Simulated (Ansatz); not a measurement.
Wavefunction ladder for C₂H₅GaO (`[GaH2][CH]1CO1`)

```xyz
9

Ga   -0.012   -0.965    1.338
C     0.512    0.395    0.015
C    -0.262    0.541   -1.233
O    -0.434    1.464   -0.194
H     1.070   -1.758    2.153
H    -1.547   -1.229    1.517
H     1.545    0.740   -0.049
H    -1.113   -0.110   -1.429
H     0.243    0.921   -2.118
```

The species carries charge 0 and has multiplicity 1. Correlated methods include outer-core shells of Ga, which these sets cover unevenly. Scalar relativity is left out up to krypton. The geometry is a stationary point of PBE0-D4/def2-TZVP. Frozen core, restricted reference, the Gaussian-basis code of Ansatz.

| basis | HF (Eh) | MP2 corr. |
| --- | --- | --- |
| def2-SVP | -2076.30860 | -0.67234 |
| def2-TZVPP | -2076.73768 | -0.80029 |
| def2-QZVPP | -2076.78538 | -1.08740 |

Task: Estimate the CCSD correlation energy and the (T) correction in each basis where they were run (hartree).

Result: 
```csv
basis,CCSD corr.,(T)
def2-SVP,-0.69561,-0.02242
def2-TZVPP,-0.81916,-0.03439
```
